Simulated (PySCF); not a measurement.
# Correlation energy of Be (beryllium, neutral)

[He] 2s1 3s1, high-spin 3S determinant (an excited configuration). Calculation: PySCF 2.14, in aug-cc-pVDZ-DK (4s3p2d, 23 functions); scalar relativity by spin-free X2C-1e. Frozen: 1s2; 2 electrons correlated.

With two correlated electrons CCSD is exact within the correlated space (frozen core and kept virtual orbitals).

| level | correlation energy (mhartree) |
| --- | --- |
| CCSD | -4.42 |

Diagnostics: T1 = 0.0095, D1 = 0.0190, largest double amplitude 0.057.

Question: Is a single reference adequate?

Answer: Yes: T1 lies below 0.03 and no double amplitude reaches 0.07.
